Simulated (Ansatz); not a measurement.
## A family of molecules: the vertical ionisation energy

One atom is swapped for its congeners: CH3LiS `[Li][S]C`; CH3NaS `C[S][Na]`; CH3KS `C[S][K]`. All are singlets with charge 0.

Shapes, held fixed at every level: PBE0-D4/def2-TZVP. Programs: Ansatz 0.2.0. Values in eV.

Question: How should the vertical ionisation energy change along the series?

Answer: At CCSD(T)/def2-TZVPP the vertical ionisation energy falls at every step, from 7.33 to 6.27 eV. Every level shows the same order. Correlated rows may include outer-core shells of K, Li, Na, which these sets cover unevenly.

```
              level  CH3LiS  CH3NaS  CH3KS
      HF/def2-TZVPP    6.23    5.66   5.17
  PBE-D4/def2-TZVPP    7.40    6.94   6.43
B3LYP-D4/def2-TZVPP    7.46    6.97   6.45
  B2PLYP/def2-TZVPP    7.36    6.85   6.34
     MP2/def2-TZVPP    7.42    6.88   6.37
    CCSD/def2-TZVPP    7.26    6.71   6.20
 CCSD(T)/def2-TZVPP    7.33    6.79   6.27
```
